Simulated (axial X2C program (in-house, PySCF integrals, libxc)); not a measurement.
**Outer orbitals of RuTe⁻ at 2.462 Å, PW91**

All values were computed with an axial X2C code built on PySCF integrals. Spin-free means the one-electron spin-free X2C Hamiltonian; two-component (2c) means X2C with spin–orbit coupling and atomic mean-field two-electron Coulomb and Gaunt terms, so the difference of the two also holds small scalar two-electron terms. Basis: Te dyall-acv3z [12s13p9d5f1g], Ru dyall-acv3z [13s13p9d5f3g] (cores contracted in-house); Gaussian nuclei, density fitting, unrestricted open shells. Masses: Te 129.906 u, Ru 101.904 u.

The distance is close to the 2c PBE0 minimum; the highest filled and lowest empty levels are listed.

Spin-free orbitals, state M_S = 3/2, Λ = 2 (beyond evenly filled blocks: π+α, π-α, δ+α, δ+β, δ-α) (Löwdin shares):

```
symmetry  occupied  ε (eV)              atomic character
      σβ       yes  -35.37                     100% Te d
     π-α       yes  -35.36                     100% Te d
     π+α       yes  -35.36                     100% Te d
     π-β       yes  -35.34                     100% Te d
     π+β       yes  -35.34                     100% Te d
     δ-α       yes  -35.33                     100% Te d
     δ+α       yes  -35.33                     100% Te d
     δ+β       yes  -35.26                     100% Te d
     δ-β       yes  -35.26                     100% Te d
      σα       yes   -9.53  73% Te s, 10% Ru d, 10% Ru p
      σβ       yes   -9.32  72% Te s, 10% Ru d, 10% Ru p
      σα       yes   -2.27   49% Te p, 39% Ru d, 7% Ru s
      σβ       yes   -1.89   60% Te p, 28% Ru d, 7% Ru s
     π-α       yes   -1.74            70% Ru d, 27% Te p
     π+α       yes   -1.74            70% Ru d, 27% Te p
     π-β       yes   -0.78   58% Te p, 36% Ru d, 4% Ru p
     π+β       yes   -0.78   58% Te p, 36% Ru d, 4% Ru p
     δ-α       yes   -0.56                      99% Ru d
     δ+α       yes   -0.56                      99% Ru d
      σα       yes   -0.17  42% Ru d, 35% Ru s, 19% Te p
     π-α       yes    0.05  55% Te p, 30% Ru d, 10% Ru p
     π+α       yes    0.05  55% Te p, 30% Ru d, 10% Ru p
      σβ       yes    0.53  48% Ru d, 33% Ru s, 14% Te p
     δ+β       yes    0.90                      98% Ru d
     δ-β        no    0.90                      98% Ru d
      σα        no    1.19  36% Ru p, 32% Ru s, 16% Te p
     π-β        no    1.28  61% Ru d, 24% Te p, 11% Ru p
     π+β        no    1.28  61% Ru d, 24% Te p, 11% Ru p
```

The highest filled level is positive, so this functional does not bind it, and the empty levels of an anion are set by the basis. A filled and an empty partner (Λ and −Λ, same spin) share one energy because the functional has no current term.

Spinors with spin–orbit coupling (state Ω = 7/2):

| ω | occupied | ε (eV) | atomic character | λ mixture |
| --- | --- | --- | --- | --- |
| -1/2 | yes | -34.82 | 100% Te d | 59% σ, 41% π |
| 1/2 | yes | -34.82 | 100% Te d | 58% σ, 42% π |
| 3/2 | yes | -34.79 | 100% Te d | 78% π, 22% δ |
| -3/2 | yes | -34.79 | 100% Te d | 80% π, 20% δ |
| 5/2 | yes | -34.78 | 100% Te d | 100% δ |
| -5/2 | yes | -34.72 | 100% Te d | 100% δ |
| 1/2 | yes | -9.54 | 73% Te s, 10% Ru d, 10% Ru p | 100% σ |
| -1/2 | yes | -9.33 | 72% Te s, 10% Ru d, 10% Ru p | 100% σ |
| 1/2 | yes | -2.31 | 51% Te p, 37% Ru d, 7% Ru s | 98% σ, 2% π |
| -1/2 | yes | -2.03 | 57% Te p, 33% Ru d, 4% Ru s | 64% σ, 36% π |
| -1/2 | yes | -1.78 | 61% Ru d, 33% Te p, 2% Ru s | 66% π, 34% σ |
| 3/2 | yes | -1.63 | 74% Ru d, 24% Te p | 100% π |
| 1/2 | yes | -0.98 | 58% Te p, 36% Ru d, 4% Ru p | 96% π, 4% σ |
| -3/2 | yes | -0.71 | 83% Ru d, 14% Te p | 71% δ, 29% π |
| -3/2 | yes | -0.58 | 54% Ru d, 41% Te p, 3% Ru p | 71% π, 29% δ |
| 5/2 | yes | -0.43 | 99% Ru d | 100% δ |
| 1/2 | yes | -0.16 | 40% Ru d, 35% Ru s, 20% Te p | 98% σ, 2% π |
| -1/2 | yes | -0.08 | 52% Te p, 33% Ru d, 9% Ru p | 98% π, 2% σ |
| 3/2 | yes | 0.21 | 57% Te p, 27% Ru d, 10% Ru p | 99% π, 1% δ |
| -1/2 | yes | 0.53 | 48% Ru d, 33% Ru s, 14% Te p | 100% σ |
| 3/2 | yes | 0.80 | 98% Ru d | 99% δ, 1% π |
| -5/2 | no | 1.02 | 98% Ru d | 100% δ |
| 1/2 | no | 1.18 | 42% Ru d, 22% Ru p, 16% Te p | 51% σ, 49% π |
| 1/2 | no | 1.22 | 34% Ru d, 23% Ru p, 21% Te p | 51% π, 49% σ |
| -3/2 | no | 1.38 | 57% Ru d, 25% Te p, 14% Ru p | 100% π |

The highest filled level is positive, so this functional does not bind it, and the empty levels of an anion are set by the basis.

(1) How does the gap between the highest filled and lowest empty level change from the spin-free to the 2c table?

Mulliken charges and populations of the two-component result (they depend on the basis, above all on diffuse functions):

Te -0.40 e (s 9.87 p 22.50 d 20.02 f 0.01), Ru -0.60 e (s 9.03 p 18.29 d 17.25 f 0.03). ⟨Lz⟩ = 2.00 ħ and ⟨Sz⟩ = 1.50 ħ (0.24 and 1.26 on the two atoms), which add up to Ω.

The state is one determinant whose occupation by symmetry is held fixed; it was picked as the lowest of a PBE0 search that is not exhaustive. Density functionals use the spin component along the axis (collinear). PBE0 can misorder states that lie within some tenths of an eV, so this need not be the ground state of the molecule. The nearest other spin-free determinant of the search, M_S = 5/2, Λ = 2, lies 0.41 eV up at the distance of the search. The functionals have no current-density term, which raises determinants with orbital currents, atoms included. With several unpaired electrons one determinant need not be a pure state. The highest occupied level of some functionals is positive through self-interaction error; at Hartree–Fock it is bound.

## Answers

(1) From 0.00 to 0.22 eV at PW91, a change of 0.22 eV.
